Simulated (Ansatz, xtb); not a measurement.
## AlGaH3N: which of two structures lies lower

We compare a, `[AlH2][NH][Ga]`, a singlet, with b, a singlet given by its coordinates. Both are isolated molecules in the gas phase, relaxed with B3LYP-D3(BJ)/def2-SVP; the shapes shown needn't be the lowest conformers.

a (Å):

```xyz
6

Al    0.9269   -0.3289    1.1163
Ga    1.4504    2.9144    1.7010
N     0.9552    1.1306    2.1582
H     0.4803   -1.7389    1.6870
H     1.3715   -0.1211   -0.3924
H     0.6683    1.0010    3.1337
```

b (Å):

```yaml
atoms:
  - { symbol: Al, position_ang: [1.2945, 0.4446, 2.2971] }
  - { symbol: Ga, position_ang: [0.6707, 2.8219, 3.5949] }
  - { symbol: N, position_ang: [0.6839, 0.1645, 0.6319] }
  - { symbol: H, position_ang: [0.8615, -0.6731, 0.0814] }
  - { symbol: H, position_ang: [0.1118, 0.8063, 0.0902] }
  - { symbol: H, position_ang: [2.1645, -0.8117, 2.8045] }
```

Close contacts (Å): Al1–Ga2 2.78, Al1–N3 1.80, Al1–H6 1.61, N3–H4 1.02, N3–H5 1.02.

Q: Estimate E(b) − E(a) at the level CCSD(T)/def2-TZVPP.

A: Calculated at CCSD(T)/def2-TZVPP: E(b) − E(a) = +1.007 eV, so structure a lies lower.

How the difference moves with the method:

| level | geometry | E(b) − E(a) (eV) | departure from the last row (eV) | job, with rough time for the two |
| --- | --- | --- | --- | --- |
| B3LYP-D3(BJ)/def2-SVP | B3LYP-D3(BJ)/def2-SVP | +1.033 | +0.026 | optimisation, 38 s |
| HF/def2-TZVPP | B3LYP-D3(BJ)/def2-SVP | +0.927 | −0.080 | part of the CCSD(T) run |
| MP2/def2-TZVPP | B3LYP-D3(BJ)/def2-SVP | +1.168 | +0.161 | part of the CCSD(T) run |
| CCSD(T)/def2-TZVPP | B3LYP-D3(BJ)/def2-SVP | +1.007 |  | single point, 20 s |

The levels shown agree on the order. The largest departure from CCSD(T)/def2-TZVPP is that of MP2/def2-TZVPP, 0.161 eV. Levels run at GFN2-xTB geometries aren't shown.

With harmonic frequencies from B3LYP-D3(BJ)/def2-SVP (ideal gas, rigid rotor, one conformer each, 298.15 K, 1 atm): on the last row, ΔE + ΔZPE = +1.116, ΔH = +1.126, ΔG = +1.090 eV.

The correlated steps freeze 15 core orbitals; the filled d shell of Ga is correlated, in a basis made for valence electrons. Codes used: Ansatz 0.2.0; the last row on 2 threads of Intel(R) Xeon(R) 6975P-C (Granite Rapids) on a shared host.
